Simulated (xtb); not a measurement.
Species: C2H6N2, SMILES `C/N=C\N` (charge 0, multiplicity 1).

### Question
Give a relaxed geometry from GFN2-xTB (xtb).

### Answer
One answer among several that fit: the end point of this relaxation, one of several conformers (outside a Z-matrix the atoms follow the SMILES, hydrogens last).
Cartesian coordinates (Å) in one orientation:
```xyz
10

C      1.401     0.049    -0.210
N      0.268    -0.368    -0.999
C     -0.899    -0.319    -0.526
N     -1.298     0.053     0.728
H      1.307     1.084     0.140
H      2.283    -0.022    -0.845
H      1.545    -0.596     0.662
H     -1.704    -0.657    -1.169
H     -2.268     0.249     0.901
H     -0.636     0.527     1.318
```
